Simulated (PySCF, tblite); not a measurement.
A set of runs on `[C]#CC(=O)/C=C\F` [radical]; the geometry of each is named by its level. Settings lines and outputs come from a driver script.

Compound: C5H2FO (doublet state).
SMILES with atom numbers: `[C:1]#[C:2][C:3](=[O:4])/[CH:5]=[CH:6]\[F:7]` (hydrogens: H8 on C5; H9 on C6)

Step 1: GFN2-xTB geometry optimisation, gas phase (tblite 0.8.0) (from a force-field or distance-geometry start)
```json
{"job": {"kind": "relax", "xc": "GFN2-xTB", "basis": "xTB"}, "charge": 0, "multiplicity": 2}
```
```
step      E/eV     max force
  0    -549.08698    9.439
  1    -551.14136    8.819
  2    -547.25498   50.192
...
 31    -551.98226    0.012
 32    -551.98227    0.016
 33    -551.98228    0.024
 34    -551.98230    0.019
 35    -551.98230    0.007
```

Energy lowered by 66.8 kcal/mol over 35 steps; largest atomic force 0.007 eV/Å at the end. «max force» is the largest atomic force in eV/Å.

Step 2: GFN2-xTB harmonic vibrations, gas phase (tblite 0.8.0) (on the GFN2-xTB geometry)
```json
{"job": {"kind": "ir", "xc": "GFN2-xTB", "basis": "xTB"}, "charge": 0, "multiplicity": 2}
```
```
(table of modes left out)
```

21 modes from 28 to 3088 cm⁻¹ (unscaled, harmonic); zero-point energy 31.4 kcal/mol; all wavenumbers are real at this level.

Step 3: UKS B3LYP, pcH-1 on C F H O, non-relativistic, mean-field spin-orbit, GIAO (PySCF 2.14.0) (on the GFN2-xTB geometry)
```json
{"job": {"kind": "epr", "basis": "pcH-1"}, "charge": 0, "multiplicity": 2}
```
```
...
E = -366.58783029 Eh   <S^2> = 0.7731 (exact 0.7500)
g shifts (ppm)      1          2          3
  rmc          -175       -175       -175
  gc             19         21         -0
  oz_so        -185        204       1619
  total        -341         51       1444
hyperfine (MHz)  atom isotope    a_iso     a_fc   dipolar eigenvalues
    0   13C     973.52     973.52    -54.07    -51.66    105.72
    1   13C     119.23     119.23    -29.18    -26.44     55.63
    2   13C       9.83       9.83     -3.51     -1.79      5.30
    3   17O       1.13       1.13    -16.60      2.94     13.66
    4   13C      10.10      10.10     -1.42     -1.22      2.64
    5   13C      -1.49      -1.49     -0.97      0.20      0.77
    6   19F      -9.73      -9.73     -3.21     -1.72      4.93
    7    1H       1.24       1.24     -1.08     -0.61      1.69
    8    1H       2.07       2.07     -0.59     -0.38      0.97
```

⟨S²⟩ 0.773; g_iso 2.0027. rmc, gc and oz_so are the mass-correction, gauge-correction and orbital-Zeeman/spin–orbit parts of the g shift along its three principal axes; a_iso is the isotropic hyperfine coupling and a_fc its Fermi-contact part. The log counts atoms from 0, this text from 1.

**Question.** Which step took the most CPU time, and about what did each take on one thread of an Arm Neoverse V2 (shared host)?

**Answer.** Step 3, about 99 % of the total. CPU time by step: 1: 0.12 s, 2: 0.15 s, 3: 38 s.

Geometry of the electronic-property runs (GFN2-xTB):
```
atom  x, y, z in Å
C1     2.3918    0.9208    0.9634
C2     1.6064    0.1614    0.4627
C3     0.7714   -0.8465   -0.1494
O4     1.1988   -1.9240   -0.4750
C5    -0.6366   -0.4484   -0.3400
C6    -1.2126    0.7073   -0.0245
F7    -0.5979    1.7357    0.5349
H8    -1.2466   -1.2155   -0.7954
H9    -2.2612    0.9153   -0.2018
```

 (This holds for the electronic-property runs.)

One conformer stands for the species.
